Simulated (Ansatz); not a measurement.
Input file for CH9BSSi2, SMILES `[SiH3]BCS[SiH3]`:

```yaml
crystal:
  periodic: [false, false, false]
  atoms:
    - {symbol: Si, position_ang: [-2.309216, 1.138444, 0.946953]}
    - {symbol: B, position_ang: [-0.300536, 1.352278, 0.967469]}
    - {symbol: C, position_ang: [0.682170, 0.430732, 0.190588]}
    - {symbol: S, position_ang: [-0.076260, -0.689066, -1.025979]}
    - {symbol: Si, position_ang: [1.609134, -1.901078, -1.482463]}
    - {symbol: H, position_ang: [-3.007449, 2.200240, 1.720877]}
    - {symbol: H, position_ang: [-2.832442, 1.149674, -0.447501]}
    - {symbol: H, position_ang: [-2.647668, -0.180548, 1.556100]}
    - {symbol: H, position_ang: [0.221752, 2.182288, 1.658795]}
    - {symbol: H, position_ang: [1.491063, 1.012323, -0.265242]}
    - {symbol: H, position_ang: [1.164507, -0.156895, 0.990315]}
    - {symbol: H, position_ang: [2.117190, -2.577255, -0.257908]}
    - {symbol: H, position_ang: [2.716541, -1.084019, -2.048030]}
    - {symbol: H, position_ang: [1.158213, -2.906521, -2.475172]}
basis:
  gaussian: {orbitals: def2-TZVPP}
correlation: {method: ccsd_t}
```

```sh
$ ansatz run in.yaml --threads 4 --pin off --events-out ev --progress --plain --max-ram 10444MiB
```

Log, shortened:

```
Functional definition: HF
1788 factors; integrals over basis functions are off by at most 7.6e-4 eV
mean field evaluation 1: about -28384.5636 eV, gradient 2.6e1 eV
mean field evaluation 2: about -28384.8742 eV, gradient 2.6e1 eV
mean field evaluation 4: about -28387.7387 eV, gradient 4.5e0 eV
mean field evaluation 8: about -28387.8100 eV, gradient 2.1e-1 eV
mean field evaluation 16: about -28387.8103 eV, gradient 1.3e-6 eV
mean field -28387.81028547 eV, -1043.2327860421 hartree, gradient 1.3e-6 eV, S^2 0.000000; 0 other end points of the search recorded, 0 dependent functions left out
17 core orbitals not correlated: weight in the atoms' cores, before any rotation towards them, 1.000 or more for the frozen orbitals, at most 0.000 for the correlated occupied ones
reference -28387.81028547 eV, -1043.2327860421 hartree; 15, 15 occupied and 282, 282 virtual orbitals, 1788 factors
second order -19.13367337 eV of doubles, -0.00000000 eV of singles
cycle   1  -20.60863141 eV  change    -1.5e0 eV  update   1.1e-1
cycle   2  -21.27405161 eV  change   -6.7e-1 eV  update   3.3e-2
cycle   3  -21.35400024 eV  change   -8.0e-2 eV  update   1.3e-2
cycle   4  -21.34545496 eV  change    8.5e-3 eV  update   4.1e-3
cycle   5  -21.34427713 eV  change    1.2e-3 eV  update   1.7e-3
cycle   6  -21.34397913 eV  change    3.0e-4 eV  update   6.2e-4
cycle   7  -21.34391917 eV  change    6.0e-5 eV  update   2.8e-4
cycle   8  -21.34402999 eV  change   -1.1e-4 eV  update   1.1e-4
cycle   9  -21.34404615 eV  change   -1.6e-5 eV  update   4.7e-5
cycle  10  -21.34402192 eV  change    2.4e-5 eV  update   2.0e-5
perturbative correction -0.86089027 eV, -0.0316371339 hartree
Total energy: -28410.01519766 eV, -1044.0488015141 hartree
```

It took 17 min on 4 threads of an Arm Neoverse V1 on a shared host, with 4 GiB of host memory at the peak.

The correlation energy is -22.205 eV, 3.9 % of it from (T); the T1 diagnostic reads 0.0124.
